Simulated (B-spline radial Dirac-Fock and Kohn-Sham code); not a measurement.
Binding energies of Rh³³⁺ at several levels of theory

System: the Rh³³⁺ ion in the configuration [Ne] 3s2.

The density-functional columns are spherical, spin-unpolarised Dirac-Kohn-Sham results without Breit or QED terms: −ε is minus the orbital energy of the initial state and ΔSCF the difference of two total energies. The reference in the last column comes from ΔSCF Dirac-Fock with Breit, self-energy and vacuum polarisation, finite nucleus, configuration average. All numbers are from a radial finite-basis atomic code, in eV; a selection of levels is shown. For the 1s level of heavy atoms much of the gap between ΔSCF and the reference is the Breit and QED part, -67.9 eV here; for other levels the error of the functional can be larger.

```
level   LDA −ε  LDA ΔSCF  Dirac-Fock
    K  24874.7   25208.8     25145.9
   L1   5108.6    5190.3      5225.9
   L2   4888.5    4985.1      4974.6
   L3   4738.7    4831.7      4826.4
   M1   2033.1    2065.9      2056.3
```

For the outermost level NIST gives 2063 ± 3 eV (semi-empirical); the differences from it are LDA −ε -29.92, LDA ΔSCF +2.89, Dirac-Fock -6.66 eV.

Values without a named source are computed, but for edge energies of neutral atoms, which are taken from tables.
